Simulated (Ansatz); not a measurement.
`[F][InH][CH2]BS` + HI → `[F][InH][I]` + `CBS`  (ligand exchange at the In–C bond)

Calculated with Ansatz (gas phase, PBE0-D4/def2-TZVP geometries, no zero-point term in ΔE). CCSD(T)/CBS is the MP2 limit (def2-TZVPP, def2-QZVPP) plus CCSD(T) − MP2 in def2-TZVPP, frozen cores. Functionals use def2-TZVPP. Elements past krypton have def2 core potentials. For I, In outer-core shells are correlated without core-valence functions, which leaves a few kJ/mol of doubt a bond. One conformer a species, not always the lowest.

| species | r2SCAN-D4 energy (Eh) |
| --- | --- |
| `[F][InH][CH2]BS` | -754.23840 |
| HI | -298.42090 |
| `[F][InH][I]` | -588.55798 |
| `CBS` | -464.14991 |

Work out ΔE.

ΔE = (-588.55798) + (-464.14991) − (-754.23840) − (-298.42090) = -0.04859 Eh = -127.6 kJ/mol. CCSD(T)/CBS gives -124.4 kJ/mol.

Largest T1 diagnostic among the species: 0.015.

From BLYP to BHLYP (50 % exact exchange), in def2-TZVPP and without D4, ΔE moves by −12.1 kJ/mol. At CCSD(T), def2-SVP lies −9.3 kJ/mol from the extrapolated value and def2-TZVPP +6.2 kJ/mol. In def2-TZVPP, CCSD(T) changes the Hartree–Fock value by +52.1 kJ/mol (the triples alone add +6.1 kJ/mol) and MP2 by +51.7 kJ/mol.
